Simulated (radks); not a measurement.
I XXXIX, configuration [Ne] 3s2 3p3. All-electron calculation, Dirac Kohn-Sham, LB94 model potential, spin-unpolarised, spherical densities, finite nucleus; open shells fill j = l - 1/2 first; Fermi nuclear charge, rms radius 4.75 fm. Program: a radial shooting solver on a logarithmic mesh with Libxc functionals.

Spin-orbit splittings of the eigenvalues, e(l+1/2) - e(l-1/2), with zeta = 2 splitting/(2l+1) and mean radii in bohr:

shell  occ.  splitting (eV)  zeta (eV)  <r> j=l-1/2  <r> j=l+1/2
2p        6           309.0      206.0      0.09689       0.1023
3p        3               ?          ?       0.2678       0.2763

Estimate the 3p splitting.

Answer. 76.65 eV (zeta = 51.10 eV).
